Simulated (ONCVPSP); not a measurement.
# Rb, ONCV: configuration errors across variants

```
Element                 : rubidium
Generator               : ONCVPSP 4.0.1
Type                    : optimised norm-conserving Vanderbilt (ONCV)
Functional              : PBE
Relativity              : scalar-relativistic
Frozen core             : [Kr]
Valence charge          : 1
Reference configuration : 5s0.5 5p0.5
Partial waves           : 5s: rc 4.00 bohr, ncon 3, nbas 7, qcut 2 1/bohr, 1 projector; 5p: rc 4.00 bohr, ncon 3, nbas 6, qcut 1.8 1/bohr, 1 projector; d scattering state at 0.32 Ha: rc 3.05 bohr, ncon 3, nbas 6, qcut 3.2 1/bohr, 2 projectors, debl 3.7 Ha
Local potential         : polynomial inside 1.95 bohr (lpopt 5, dvloc0 6 Ha)
Core correction         : Teter function, fcfact 1.75, rcfact 1.4
```

All-electron excitation energies from the reference (eV): (1) 5s1 5p0 -0.750; (2) 5s0.5 5p0 0.828; (3) 5s0 5p1 0.770.

3 further variants failed, have other tests or too few solved ones, and are left out.

Errors AE − PS in meV (a dash: test not solved or not reliable):

```csv
change,(1),(2),(3),bound ghosts,GHOST(+) flags above zero
base,+9.4,-0.3,+17,none,none
s: qcut 1.3; p: qcut 1.1; d: qcut 2,+8.0,-0.4,+15,none,d
d: qcut 3.1,+9.4,-0.3,+17,none,none
```

Q: Give the same row for: s: qcut 1.6; p: qcut 1.4; d: qcut 2.5.

A: +8.8, -0.4, +16; bound ghosts: none; GHOST(+) flags above zero: d.
